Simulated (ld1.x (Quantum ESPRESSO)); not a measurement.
# Cutoff test, Al (Z = 13), TM

ld1.x (Quantum ESPRESSO) 7.5 input, shortened:

```
&input
   title='Al', zed=13., rel=1, dft='PBE', iswitch=3,
   config='[Ne] 3s2 3p1'
 /
 &inputp
   pseudotype=2, tm=.true., lloc=-1, rcloc=0.60,
   nlcc=.true., new_core_ps=.true.
 /
2
2S  1  0   2.00   0.00  0.70  0.70  0.0
2P  2  1   6.00   0.00  0.65  0.65  0.0
 &test
   configts(1)='2s2 2p6 3s2 3p1'
 /
```

Occupied shells without a wave of their own: 3p, 3s. They enter only through the test configuration that unscreens the potential, and ld1.x also counts them in the model core charge.

The pseudo-atom Hamiltonian at the reference potential is diagonalised in spherical Bessel functions j_l(qr) that vanish at 20 bohr, with q² up to the cutoff. All-electron valence levels (Ry): 2s -7.9500, 3s -0.5698, 2p -5.1187, 3p -0.1993.

How do the lowest levels (Ry) of each channel move with the cutoff, and are there ghosts?

```tsv
cutoff (Ry)	s #1	s #2	s #3	p #1	p #2	p #3	d #1	f #1	f #2	Σ f·Δε (mRy)
8	-5.6589	-0.3647	-0.0044	-0.7718	-0.0115	0.0809	0.0454	0.1021	0.2242	31260.1
18	-7.4001	-0.5147	-0.0184	-1.4372	-0.0432	0.0585	0.0452	0.1021	0.2242	23453.7
35	-7.7972	-0.5629	-0.0226	-2.3172	-0.0832	0.0438	0.0452	0.1021	0.2242	17243.1
55	-7.8105	-0.5651	-0.0228	-3.0040	-0.1133	0.0368	0.0452	0.1021	0.2242	13061.2
90	-7.8864	-0.5687	-0.0231	-3.8968	-0.1503	0.0305	0.0452	0.1021	0.2242	7508.1
140	-7.9416	-0.5718	-0.0233	-4.6584	-0.1809	0.0263	0.0452	0.1021	0.2242	2791.5
230	-7.9463	-0.5721	-0.0234	-5.0841	-0.1974	0.0244	0.0452	0.1021	0.2242	210.8
400	-7.9501	-0.5725	-0.0234	-5.1176	-0.1987	0.0242	0.0452	0.1021	0.2242	0.0
```

Result: no extra level below or beside the all-electron valence levels (s, p, d, f tested); 10 mRy is reached at over 300 Ry and 1 mRy at over 300 Ry.

ld1.x takes every shell without a wave as core, so the model core holds the 3p, 3s electrons as well and exchange and correlation see them twice. This cancels in the reference configuration, but the file is broken for other ones, and its errors say nothing about a proper core correction. Its largest configuration-test error is -2000 meV.
